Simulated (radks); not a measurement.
Results of a calculation; reference values are marked as such.
Pb31+, configuration [Kr] 4d10 4f5 (the NIST ground configuration). Code: a radial shooting solver on a logarithmic mesh with Libxc functionals. Model: scalar-relativistic Kohn-Sham, BLYP, spin-polarised, spherical densities, finite nucleus; open shells are filled with parallel spins first (spin-orbit coupling, left out, can overturn this in heavy ions); Fermi nuclear charge, rms radius 5.5012 fm. Some entries of the table are withheld. Estimate them.

orbital,occ.,eigenvalue (Ry),<r^2> (bohr^2),r(max) (bohr)
1s down,1,-6554.631,0.0003574,0.009847
1s up,1,-6554.630,0.0003574,0.009847
2s up,1,-1238.772,0.005423,0.05717
2s down,1,-1238.756,0.005422,0.05717
2p up,3,-1074.513,0.004618,0.04761
2p down,3,-1074.499,0.004617,0.04761
3s up,1,-358.4712,0.03469,0.1611
3s down,1,-358.0018,0.03463,0.1610
3p up,3,-311.2875,0.03585,0.1611
3p down,3,-310.8080,0.03578,0.1610
3d up,5,-263.2307,0.02965,0.1313
3d down,5,-262.8637,0.02957,0.1311
4s up,1,-137.5960,0.1533,0.3548
4s down,1,-136.9012,0.1537,0.3550
4p up,3,-121.2623,0.1701,0.3713
4p down,3,-120.6054,0.1706,0.3715
4d up,5,-102.7990,0.1782,0.3709
4d down,5,-102.1475,0.1790,0.3713
4f up,5,-83.36363,0.1637,(1)
4f down,0,-82.62484,0.1650,(2)
5s up,0,-70.53997,0.5216,0.6831
5s down,0,-70.21903,0.5258,0.6850
5p up,0,(3),(4),0.7257
5p down,0,(5),(6),0.7282

Answer. 
(1) 4f up r(max) (bohr): 0.3178
(2) 4f down r(max) (bohr): 0.3186
(3) 5p up eigenvalue (Ry): -64.03011
(4) 5p up <r^2> (bohr^2): 0.5879
(5) 5p down eigenvalue (Ry): -63.75643
(6) 5p down <r^2> (bohr^2): 0.5934
